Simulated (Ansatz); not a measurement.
System: ethoxy(difluoro)borane, C2H5BF2O, charge 0, multiplicity 1. 
Geometry from a B3LYP-D3(BJ)/def2-TZVP (Ansatz, an electronic-structure program) optimisation:
```
C
H 1 1.0897
H 1 1.0915 2 108.42
O 1 1.4385 2 105.71 3 -117.54
B 4 1.3392 1 122.40 2 146.61
F 5 1.3262 4 119.60 1 178.76
F 5 1.3350 6 117.54 4 -179.85
C 1 1.5143 2 111.06 3 122.30
H 8 1.0905 1 110.63 2 60.59
H 8 1.0913 9 108.64 1 -121.96
H 8 1.0918 9 108.48 10 -117.34
```
Charge 0, spin multiplicity 1.

Basis-set convergence of Hartree-Fock and CCSD(T) correlation energies (hartree) with Ansatz. Cores are frozen in the correlated levels unless marked. No spin-orbit coupling. Non-relativistic.

```tsv
basis	functions	E(HF)	E(corr, CCSD(T))
aug-cc-pVDZ	183	-377.29520	-1.03779
aug-cc-pVTZ	391	-377.40835	-1.26588
aug-cc-pVQZ	710	-377.43386	-1.34052
```

Extrapolating the two largest sets (X = 3 and 4) as X^-3: E(corr) = (64·(-1.34052) - 27·(-1.26588))/37 = -1.3950 Eh, an estimate of the basis-set limit. The largest set recovers 96.1 % of it, the smallest 74.4 %.
